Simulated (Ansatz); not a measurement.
Born–Oppenheimer molecular dynamics of AlClH₅NO (9 atoms, charge 0, multiplicity 1). It starts at the highest image of a converged band, a first-order saddle point between two minima.

All numbers below come from RKS PBE-D4/6-31G* in Ansatz.

| Quantity | Value |
| --- | --- |
| ensemble | NVE (velocity Verlet) |
| time step | 0.5 fs |
| steps asked | 200 |
| starting velocities drawn for | 100 K |
| seed | 5484 |

Frames 0.5 fs apart, positions in Å, forces in eV/Å.

Velocities at 90 fs (Å/ps):

```
Al 0.00 -0.41 1.19
O -4.13 -4.36 -2.10
H -9.86 20.00 3.78
H 0.55 6.65 -15.63
N 6.48 0.79 2.53
H 10.63 13.57 21.27
H -12.25 4.85 14.22
Cl -1.18 1.08 -1.43
H 28.04 -13.95 -7.21
```

```xyz
9
Properties=species:S:1:pos:R:3:forces:R:3 time_fs=90 energy_less_start_eV=-0.144 T=259
Al 0.057 0.696 -0.106 -0.13 -0.36 -0.40
O -0.121 -0.243 1.648 0.31 -0.11 0.42
H -1.063 -0.539 1.594 -0.13 0.22 -0.12
H 1.485 0.254 -0.710 -0.22 0.03 0.09
N -1.570 0.009 -0.639 -0.14 -0.26 0.11
H -2.327 0.486 -1.160 0.53 -0.40 0.31
H -1.630 -1.023 -0.749 -0.10 0.71 -0.33
Cl 0.013 2.677 0.725 -0.06 0.31 0.03
H -0.085 0.458 2.344 -0.06 -0.13 -0.12
9
Properties=species:S:1:pos:R:3:forces:R:3 time_fs=90.5 energy_less_start_eV=-0.148 T=264
Al 0.057 0.696 -0.105 -0.06 -0.36 -0.42
O -0.123 -0.245 1.647 0.36 -0.24 0.27
H -1.069 -0.529 1.596 -0.16 0.22 -0.11
H 1.485 0.257 -0.718 -0.24 0.04 0.12
N -1.567 0.009 -0.638 -0.08 -0.23 0.19
H -2.321 0.492 -1.149 0.40 -0.35 0.22
H -1.636 -1.020 -0.743 -0.10 0.61 -0.34
Cl 0.013 2.678 0.724 -0.06 0.30 0.03
H -0.071 0.451 2.340 -0.07 0.01 0.04
9
Properties=species:S:1:pos:R:3:forces:R:3 time_fs=91 energy_less_start_eV=-0.152 T=268
Al 0.057 0.696 -0.105 0.00 -0.35 -0.42
O -0.125 -0.248 1.646 0.39 -0.36 0.13
H -1.074 -0.518 1.597 -0.17 0.22 -0.11
H 1.485 0.261 -0.725 -0.25 0.04 0.13
N -1.564 0.009 -0.637 0.03 -0.18 0.29
H -2.314 0.498 -1.138 0.24 -0.26 0.11
H -1.643 -1.015 -0.737 -0.10 0.46 -0.36
Cl 0.012 2.678 0.723 -0.06 0.29 0.03
H -0.057 0.443 2.337 -0.07 0.14 0.19
9
Properties=species:S:1:pos:R:3:forces:R:3 time_fs=91.5 energy_less_start_eV=-0.155 T=271
Al 0.057 0.695 -0.104 0.06 -0.35 -0.42
O -0.127 -0.250 1.645 0.40 -0.47 0.00
H -1.080 -0.507 1.598 -0.17 0.23 -0.10
H 1.484 0.264 -0.732 -0.26 0.04 0.15
N -1.560 0.009 -0.636 0.15 -0.11 0.40
H -2.306 0.503 -1.126 0.04 -0.14 -0.01
H -1.649 -1.009 -0.732 -0.11 0.27 -0.37
Cl 0.012 2.679 0.723 -0.06 0.28 0.03
H -0.043 0.437 2.333 -0.07 0.25 0.32
9
Properties=species:S:1:pos:R:3:forces:R:3 time_fs=92 energy_less_start_eV=-0.155 T=271
Al 0.057 0.695 -0.104 0.11 -0.34 -0.42
O -0.129 -0.252 1.644 0.39 -0.55 -0.08
H -1.086 -0.495 1.599 -0.14 0.24 -0.10
H 1.482 0.268 -0.739 -0.25 0.04 0.16
N -1.557 0.010 -0.634 0.29 -0.03 0.52
H -2.299 0.507 -1.114 -0.16 -0.01 -0.14
H -1.656 -1.003 -0.728 -0.11 0.05 -0.38
Cl 0.011 2.680 0.722 -0.06 0.27 0.04
H -0.030 0.430 2.331 -0.06 0.32 0.41
9
Properties=species:S:1:pos:R:3:forces:R:3 time_fs=92.5 energy_less_start_eV=-0.153 T=270
Al 0.057 0.695 -0.103 0.16 -0.32 -0.41
O -0.131 -0.255 1.643 0.36 -0.57 -0.11
H -1.093 -0.483 1.600 -0.10 0.25 -0.10
H 1.479 0.271 -0.746 -0.24 0.04 0.17
N -1.554 0.010 -0.633 0.41 0.06 0.62
H -2.291 0.512 -1.103 -0.35 0.12 -0.25
H -1.664 -0.996 -0.724 -0.11 -0.17 -0.39
Cl 0.011 2.680 0.721 -0.06 0.26 0.04
H -0.017 0.425 2.330 -0.07 0.33 0.45
9
Properties=species:S:1:pos:R:3:forces:R:3 time_fs=93 energy_less_start_eV=-0.151 T=267
Al 0.057 0.694 -0.103 0.21 -0.31 -0.40
O -0.133 -0.257 1.642 0.33 -0.55 -0.09
H -1.100 -0.470 1.601 -0.04 0.26 -0.09
H 1.476 0.275 -0.751 -0.23 0.03 0.17
N -1.550 0.010 -0.631 0.49 0.14 0.68
H -2.285 0.516 -1.092 -0.50 0.23 -0.34
H -1.671 -0.990 -0.722 -0.12 -0.37 -0.40
Cl 0.010 2.681 0.721 -0.06 0.25 0.04
H -0.004 0.420 2.329 -0.08 0.30 0.43
9
Properties=species:S:1:pos:R:3:forces:R:3 time_fs=93.5 energy_less_start_eV=-0.150 T=266
Al 0.057 0.694 -0.103 0.25 -0.29 -0.37
O -0.134 -0.260 1.641 0.29 -0.47 -0.02
H -1.107 -0.456 1.601 0.03 0.28 -0.09
H 1.473 0.279 -0.757 -0.20 0.03 0.17
N -1.547 0.011 -0.629 0.50 0.22 0.71
H -2.280 0.522 -1.082 -0.59 0.31 -0.39
H -1.679 -0.985 -0.721 -0.12 -0.53 -0.40
Cl 0.009 2.682 0.720 -0.06 0.25 0.04
H 0.009 0.416 2.330 -0.10 0.22 0.36
9
Properties=species:S:1:pos:R:3:forces:R:3 time_fs=94 energy_less_start_eV=-0.150 T=266
Al 0.057 0.694 -0.102 0.29 -0.27 -0.35
O -0.136 -0.262 1.640 0.27 -0.36 0.09
H -1.113 -0.442 1.601 0.10 0.28 -0.09
H 1.469 0.283 -0.762 -0.17 0.02 0.17
N -1.544 0.011 -0.627 0.43 0.27 0.68
H -2.276 0.528 -1.073 -0.62 0.34 -0.39
H -1.687 -0.980 -0.720 -0.11 -0.62 -0.39
Cl 0.009 2.682 0.719 -0.06 0.24 0.04
H 0.022 0.413 2.331 -0.13 0.10 0.25
9
Properties=species:S:1:pos:R:3:forces:R:3 time_fs=94.5 energy_less_start_eV=-0.152 T=269
Al 0.057 0.693 -0.102 0.33 -0.25 -0.32
O -0.138 -0.265 1.639 0.25 -0.22 0.22
H -1.120 -0.427 1.601 0.17 0.28 -0.09
H 1.464 0.287 -0.767 -0.14 0.01 0.16
N -1.540 0.011 -0.625 0.27 0.29 0.60
H -2.274 0.535 -1.065 -0.56 0.31 -0.35
H -1.695 -0.978 -0.721 -0.09 -0.62 -0.38
Cl 0.008 2.683 0.719 -0.06 0.23 0.04
H 0.035 0.410 2.333 -0.17 -0.03 0.11
9
Properties=species:S:1:pos:R:3:forces:R:3 time_fs=95 energy_less_start_eV=-0.155 T=272
Al 0.057 0.693 -0.102 0.37 -0.22 -0.28
O -0.139 -0.268 1.638 0.24 -0.08 0.36
H -1.126 -0.411 1.600 0.23 0.28 -0.09
H 1.460 0.291 -0.771 -0.09 0.00 0.15
N -1.536 0.012 -0.623 0.04 0.28 0.48
H -2.273 0.542 -1.057 -0.45 0.24 -0.28
H -1.704 -0.977 -0.722 -0.06 -0.55 -0.36
Cl 0.007 2.684 0.718 -0.07 0.21 0.03
H 0.047 0.407 2.336 -0.21 -0.17 -0.02
9
Properties=species:S:1:pos:R:3:forces:R:3 time_fs=95.5 energy_less_start_eV=-0.158 T=274
Al 0.057 0.692 -0.102 0.41 -0.19 -0.25
O -0.141 -0.271 1.637 0.24 0.06 0.48
H -1.132 -0.395 1.600 0.28 0.27 -0.09
H 1.455 0.295 -0.775 -0.05 -0.02 0.14
N -1.533 0.012 -0.621 -0.26 0.23 0.33
H -2.273 0.551 -1.051 -0.28 0.14 -0.18
H -1.713 -0.977 -0.725 -0.01 -0.40 -0.33
Cl 0.007 2.684 0.717 -0.07 0.20 0.03
H 0.058 0.403 2.338 -0.25 -0.29 -0.15
```

Of the whole run (100 fs, mean temperature of the second half 245 K): The conserved energy stayed within 0.06 meV per atom of its start (net change 0.025 meV per atom), so the integration is sound. The kinetic energy rose, since the run started high on the potential surface and went downhill. A run of 0.1 ps of so small a system gives no equilibrium averages. The orbitals stay closed-shell, which can raise the energy where a bond breaks towards radicals; this wasn't checked here.

Run time: 8 min on 1 thread of Arm Neoverse V2, on a shared host, peak memory 0.11 GiB.
